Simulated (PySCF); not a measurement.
States of one metal complex from SC-NEVPT2 in the d shell, PySCF, above the ground state:

```tsv
2S+1	degeneracy	energy / cm⁻¹	f (electric dipole)
4	1	0	–
4	3	16780	0
2	2	17603	–
2	3	18688	–
4	3	25158	0
2	3	25636	–
2	1	31332	–
2	3	34348	–
2	3	35141	–
2	2	36623	–
4	3	37837	0
2	3	40874	–
```

Task: Which of these complexes, all computed at model or optimised geometries, gave the data?
A. [CoCl6]4- (d7, octahedral)
B. [VCl5]3- (d3, square pyramidal)
C. [CoBr5]3- (d7, square pyramidal)
D. [CrF6]3- (d3, octahedral)

Result: D. [CrF6]3- (d3, octahedral) has 4A2g, then 4T2g at 16780, 2Eg at 17603 cm⁻¹ (NEVPT2). The others: [VCl5]3- (d3, square pyramidal) has 4A1, then 4B2 at 3456, 4B1 at 3910 cm⁻¹ (NEVPT2); [CoBr5]3- (d7, square pyramidal) has 4E, then 4A2 at 383, 4B2 at 1876 cm⁻¹ (NEVPT2); [CoCl6]4- (d7, octahedral) has 4A2g (from 4T1g), then 4Eg (from 4T1g) at 48, 4B2g (from 4T2g) at 3909 cm⁻¹ (NEVPT2).

On [CrF6]3-: No frequencies were computed for the optimised geometry. NEVPT2 lifts 4T2g from 14420 to 16780 cm⁻¹; on the d shell alone it tends to overshoot states that fill the eg-type orbitals. NEVPT2 on the d shell alone tends to put d–d bands too high for such charged or covalently bound ions.
